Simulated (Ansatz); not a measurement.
Species: tetrasiletane, Si4H8, net charge 0, singlet state. 
Structure (B3LYP-D3(BJ)/def2-TZVP (Ansatz, a quantum-chemistry and plane-wave program) minimum search):
SMILES: [SiH2]1[SiH2][SiH2][SiH2]1
```xyz
12

Si     0.3520     0.4396     1.5510
Si     1.5059     0.4417    -0.5098
Si    -0.5752     0.0254    -1.5464
Si    -1.2827    -0.9067     0.5052
H      1.0350    -0.0544     2.7713
H     -0.2041     1.7910     1.8184
H      2.3671    -0.7650    -0.6063
H      2.2946     1.6338    -0.9053
H     -0.6266    -0.7967    -2.7797
H     -1.2835     1.3088    -1.7876
H     -0.8794    -2.3348     0.5755
H     -2.7031    -0.7827     0.9138
```

Property: vertical ionisation energy (to the doublet state of charge +1; each state is the SCF solution reached for its spin; the molecule has degenerate orbitals, so one determinant may break the symmetry; for the doublet the Hartree-Fock reference is unstable and T1 is 0.018), in eV. Valence correlation only, unless marked. Open shells are spin-unrestricted. No spin-orbit coupling. No relativistic terms. 

| level | program | vertical ionisation energy (eV) |
|---|---|---|
| HF/aug-cc-pV(Q+d)Z | Ansatz | 8.52 |
| RI-HF/aug-cc-pV(T+d)Z | Ansatz | 8.53 |
| SVWN5/def2-TZVPD | Ansatz | 9.12 |
| PBE0/def2-TZVPD | Ansatz | 9.12 |
| BHLYP/def2-TZVPD | Ansatz | 9.11 |
| wB97X-V/def2-TZVPD | Ansatz | 9.30 |
| RI-MP2/aug-cc-pV(T+d)Z | Ansatz | 9.36 |
| CCSD/aug-cc-pV(T+d)Z | Ansatz | 9.24 |
| CCSD(T)/aug-cc-pV(D+d)Z | Ansatz | 9.16 |
